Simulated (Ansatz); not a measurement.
C5H4F6 can be A, `F[C@@H]1[C@@H](F)[C@H](F)C(F)(F)[C@@H]1F`, or B, `F[C@H]1CC(F)(F)[C@H](F)C1(F)F`.

Isolated molecules relaxed with PBE0-D4/def2-TZVP in Ansatz; ΔE leaves out vibrations. CBS: MP2 limit from def2 TZ/QZ plus the TZ coupled-cluster correction, frozen cores. Functionals use def2-TZVPP. B3LYP here is the variant with VWN-RPA as its local correlation; programs differ in this.

Problem. Which is lower in electronic energy at CCSD(T)/CBS, and by how much? (An estimate is asked.)

Solution. The calculation gave: B, by 12.8 kcal/mol.

Problem. Give E(B) − E(A) in kcal/mol with B3LYP, ωB97M-V, CCSD(T)/def2-TZVPP, HF/def2-TZVPP, PBE0-D4, CCSD/def2-TZVPP, BLYP-D4. (Estimate.)

Solution. Ansatz gave: B3LYP -11.6, ωB97M-V -12.9, CCSD(T)/def2-TZVPP -12.8, HF/def2-TZVPP -12.1, PBE0-D4 -12.5, CCSD/def2-TZVPP -12.5, BLYP-D4 -11.4. None reverses the order clearly.

Problem. Does the order hold for the free energy at 298.15 K (harmonic terms from PBE0-D4)? (An estimate is asked.)

Solution. The calculation gave: Yes: G(B) − G(A) = -12.7 kcal/mol. Modes under 60 cm⁻¹, often nearly free rotors, make the harmonic entropy too high.

Largest T1 diagnostic: 0.012.

At CCSD(T), def2-SVP lies −2.1 kcal/mol from the extrapolated value and def2-TZVPP −0.0 kcal/mol. Leaving LDA and LC-ωPBE aside and taking each functional with its dispersion term where it has one, the values, not all of them listed here, spread over 2.2 kcal/mol, from r2SCAN-D4 to BLYP-D4. LDA lies −1.9 kcal/mol from PBE without D4.
